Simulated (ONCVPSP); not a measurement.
**Before and after: ONCV potential for boron**

```json
{"Element": "B (Z = 5)", "Generator": "ONCVPSP 4.0.1", "Type": "optimised norm-conserving Vanderbilt (ONCV)", "Functional": "PBE", "Relativity": "scalar-relativistic", "Frozen core": "[He]", "Valence charge": "3", "Reference configuration": "2s2 (charge +1)", "Partial waves": "2s: rc 1.35 bohr, ncon 3, nbas 6, qcut 5.8 1/bohr, 2 projectors, debl 1.2 Ha; p scattering state at 0.19 Ha: rc 1.25 bohr, ncon 3, nbas 7, qcut 6.6 1/bohr, 2 projectors, debl 2.7 Ha; d scattering state at 0.23 Ha: rc 1.50 bohr, ncon 5, nbas 8, qcut 5.9 1/bohr, 2 projectors, debl 1 Ha", "Local potential": "polynomial inside 1.25 bohr (lpopt 4, dvloc0 0 Ha)", "Core correction": "none"}
```

In the p channel the program set the typed energies aside and used 0.050, 2.750 Ha.

Change: p: nproj 0; local potential the p channel. In the p channel the program set the typed energies aside and used 0.050 Ha.

Cutoffs: the cutoffs (Ha) at which the residual kinetic energy of the hardest occupied pseudo-wave falls to 1 and 0.1 mHa per electron; they do not see the model core or the augmentation charge, which bear on the density cutoff. Errors are all-electron minus pseudo energies relative to the spin-unpolarised reference configuration.

Question: Predict the effect on cutoff, ghosts and configuration errors.

Answer: The potential gets neither clearly harder nor softer (12 Ha and 16 Ha → 12 Ha and 16 Ha); of the 3 tests that both files solve, the error grows in 0 and shrinks in 2 by more than 15 % and 0.3 meV (median size 26.4 → 13.1 meV); the range in which the p phases agree narrows (upper end at the end of the scan → 3.3); neither file shows a bound ghost.

```csv
quantity,base,changed
"cutoff, loose",12 Ha,12 Ha
"cutoff, tight",16 Ha,16 Ha
bound ghosts,none,none
GHOST(+) flags under 300 eV,none,none
tests with a reliable result,3 of 4,3 of 4
"error for 2s2 2p1, meV [ΔE -8.22 eV]",+27,-13
"error for 2s1, meV [ΔE 25.42 eV]",+26,+26
"error for 2s2 2p0.5, meV [ΔE -5.33 eV]",+12,-9.4
s: phases at 1.37 bohr within 0.05 rad from the reference energy up to (Ha; the scan ends near 5),4.9,4.8
p: phases at 1.27 bohr within 0.05 rad from the reference energy up to (Ha; the scan ends near 5),to the end of the scan,3.3
d: phases at 1.52 bohr within 0.05 rad from the reference energy up to (Ha; the scan ends near 5),to the end of the scan,to the end of the scan
```
